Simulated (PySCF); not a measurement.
Record of a relaxation.

Species: C₃H₉PSi.
Bonds: P1–Si2, Si2–C3, C3–C4, C4–C5, C3–C5. Hydrogens: H6, H7 on P1; H8, H9 on Si2; H10 on C3; H11, H12 on C4; H13, H14 on C5.

Computed by this run: PySCF, PBE0-D3(BJ)/def2-SVP geometry optimisation, gas phase; density fitting, grid level 1; the optimiser is geomeTRIC in internal coordinates, started from a GFN2-xTB structure with every atom displaced at random (about 0.01 Å). The frame can shift and turn from step to step; on so coarse a grid that alone can change the energy by a few meV, and forces under 0.02 eV/Å are noise.

Step 0: E = -20405.2168 eV, largest atomic force 2.525 eV/Å
```
atom  x, y, z in Å  |  force x, y, z in eV/Å
P1      1.872   -1.871    0.953   -1.085  -0.593  -0.112
Si2     1.000   -0.533   -0.660   -0.661  -0.128   0.700
C3     -0.826   -0.228   -0.248    1.697  -0.187  -0.041
C4     -1.460    1.026   -0.713   -2.390  -0.759   0.292
C5     -1.186    0.845    0.728   -0.595  -0.009   0.515
H6      1.884   -0.859    1.921   -0.083   0.462   0.461
H7      3.180   -1.629    0.598    1.181   0.136  -0.371
H8      1.146   -1.247   -1.933    0.057  -0.236  -0.480
H9      1.694    0.770   -0.757    0.117   0.321  -0.024
H10    -1.430   -1.116   -0.198   -0.477  -0.582  -0.103
H11    -0.924    1.738   -1.263    1.125   1.198  -0.922
H12    -2.516    0.956   -1.022    0.276   0.044  -0.006
H13    -0.426    1.468    1.157    0.766   0.350   0.362
H14    -2.016    0.666    1.429    0.072  -0.017  -0.270
```

Step 1: E = -20405.3745 eV, largest atomic force 0.562 eV/Å
```
atom  x, y, z in Å  |  force x, y, z in eV/Å
P1      1.834   -1.757    0.970    0.198   0.171   0.033
Si2     0.967   -0.418   -0.644   -0.063   0.082  -0.108
C3     -0.841   -0.114   -0.281   -0.026  -0.239   0.033
C4     -1.545    1.131   -0.756    0.363   0.345  -0.256
C5     -1.245    0.964    0.694    0.065   0.093   0.078
H6      1.816   -0.710    1.954    0.005  -0.116  -0.095
H7      3.202   -1.501    0.594   -0.232  -0.043   0.055
H8      1.152   -1.116   -1.959    0.001   0.007   0.063
H9      1.644    0.919   -0.727    0.013  -0.034   0.022
H10    -1.463   -1.021   -0.254    0.071   0.079  -0.007
H11    -0.965    1.880   -1.325   -0.168  -0.245   0.185
H12    -2.576    1.037   -1.092   -0.150  -0.041  -0.024
H13    -0.460    1.590    1.135   -0.048  -0.035  -0.027
H14    -2.074    0.754    1.373   -0.030  -0.025   0.046
```

Step 2: E = -20405.3806 eV, largest atomic force 0.103 eV/Å
```
atom  x, y, z in Å  |  force x, y, z in eV/Å
P1      1.828   -1.751    0.966    0.032   0.024  -0.005
Si2     0.962   -0.413   -0.647   -0.006   0.016  -0.018
C3     -0.841   -0.119   -0.276   -0.001  -0.055   0.024
C4     -1.534    1.132   -0.757   -0.015   0.076  -0.067
C5     -1.244    0.965    0.697    0.007   0.027   0.003
H6      1.814   -0.711    1.948   -0.002  -0.012  -0.003
H7      3.185   -1.498    0.589   -0.025  -0.018   0.010
H8      1.148   -1.114   -1.956    0.002  -0.006   0.005
H9      1.643    0.920   -0.727    0.003  -0.005   0.010
H10    -1.462   -1.022   -0.250    0.012   0.009  -0.010
H11    -0.950    1.869   -1.320   -0.019  -0.040   0.035
H12    -2.569    1.039   -1.099    0.007  -0.007   0.022
H13    -0.459    1.587    1.139    0.001  -0.008   0.004
H14    -2.076    0.755    1.376    0.002  -0.002  -0.011
```

Step 3: E = -20405.3809 eV, largest atomic force 0.021 eV/Å
```
atom  x, y, z in Å  |  force x, y, z in eV/Å
P1      1.825   -1.753    0.965   -0.010   0.000  -0.003
Si2     0.963   -0.411   -0.648   -0.001   0.009  -0.007
C3     -0.841   -0.117   -0.277   -0.003  -0.010   0.012
C4     -1.536    1.134   -0.758   -0.012   0.014  -0.011
C5     -1.243    0.968    0.696    0.001   0.005  -0.005
H6      1.813   -0.716    1.949    0.000   0.001   0.006
H7      3.182   -1.507    0.592    0.006  -0.005  -0.003
H8      1.150   -1.114   -1.956    0.002  -0.003  -0.001
H9      1.648    0.920   -0.724    0.001   0.000   0.004
H10    -1.461   -1.020   -0.251    0.000  -0.006  -0.002
H11    -0.954    1.870   -1.321    0.010   0.005  -0.004
H12    -2.572    1.040   -1.095    0.005  -0.006   0.012
H13    -0.457    1.589    1.137    0.002  -0.001   0.002
H14    -2.073    0.758    1.375   -0.001  -0.002  -0.003
```

**Question.** Summarise the path.

**Answer.** The energy falls by 0.1641 eV from step 0 to step 3; nine tenths of that is first reached at step 1. It falls at every step. The largest force goes from 2.525 to 0.021 eV/Å. Among the bonds P1–H7 changes most, from 1.377 to 1.429 Å; the atoms move by 0.029 Å rms after alignment.

**Question.** Follow the three bonds and two angles with the largest change from start to end.

**Answer.** 
```csv
step,E above end (eV),largest force (eV/Å),P1–H7 (Å),C4–H11 (Å),Si2–C3 (Å),C3–C4–H11 (°),C4–C3–H10 (°)
0,0.1641,2.525,1.377,1.047,1.897,121.5,118.3
1,0.0064,0.562,1.442,1.105,1.869,118.5,115.1
2,0.0003,0.103,1.431,1.096,1.865,118.5,115.5
3,0.0000,0.021,1.429,1.094,1.865,118.4,115.4
```

What follows is the cost of the whole optimisation. On Arm Neoverse V2, one thread, no GPU (shared host), this took 21 s of wall time and 0.53 GiB of memory at its peak.
